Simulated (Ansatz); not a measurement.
Species: HSiO, charge 0, doublet. HSiO (SMILES O=[SiH], doublet).
B3LYP-D3(BJ)/def2-TZVP minimum from Ansatz (a program for electronic structure):
```
Si
O 1 1.5293
H 1 1.5278 2 117.75
```
Charge 0, spin multiplicity 2.

Hartree-Fock and CCSD correlation energies in hartree (Ansatz). UHF or UKS for unpaired electrons; spin-orbit terms are left out. Correlated methods leave the cores frozen. No relativity.

```csv
basis,X,E(HF),"E(corr, CCSD)"
cc-pV(T+d)Z,3,-364.37268,-0.34636
cc-pV(Q+d)Z,4,-364.38275,-0.36835
cc-pV(5+d)Z,5,-364.38513,withheld
```

Question: Fit E(corr) = E∞ + A/X³ to X = 3 and 4, predict X = 5, and compare with the run.

Answer: A = (-0.34636 - (-0.36835))/(1/27 - 1/64) = 1.0270; E∞ = -0.36835 - A/64 = -0.38440; at X = 5, E∞ + A/125 = -0.37618. The run gave -0.37648, 0.30 mEh below the prediction. The same form on X = 4 and 5 gives E∞ = -0.38501, 0.61 mEh below the first estimate.
